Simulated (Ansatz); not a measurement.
Mulliken charges of CH$_{6}$S$_{2}$Si (`[SiH3]SCS`) from PBE/def2-TZVPP in Ansatz (PBE0-D4/def2-TZVP geometry).

| atom | x (Å) | y (Å) | z (Å) | charge (e) |
| --- | --- | --- | --- | --- |
| Si1 | -1.136 | 1.121 | -0.428 | 0.225 |
| S2 | -0.051 | 0.510 | 1.310 | -0.198 |
| C3 | 0.611 | -1.080 | 0.736 | -0.136 |
| S4 | 1.467 | -1.070 | -0.849 | -0.163 |
| H5 | -1.882 | -0.039 | -0.982 | -0.045 |
| H6 | -2.077 | 2.151 | 0.079 | -0.044 |
| H7 | -0.284 | 1.719 | -1.483 | -0.037 |
| H8 | 1.268 | -1.435 | 1.528 | 0.142 |
| H9 | -0.201 | -1.798 | 0.618 | 0.143 |
| H10 | 2.369 | -0.129 | -0.527 | 0.113 |

Q: By hand: the dipole of these point charges (1 e Å = 4.8032 D).

A: Σ q r = (0.038, -0.159, 0.024) e Å, of length 0.165 e Å = 0.79 D.

Q: How does the dipole of the full density compare? (Best estimate.)

A: Computed: (0.064, -0.109, 0.029) e Å, 0.62 D; the point charges give 1.27 times that, at 17° from its direction.

Point charges leave out the atoms' own dipoles, such as those of lone pairs, and Mulliken's split depends on the basis, so the two needn't agree.
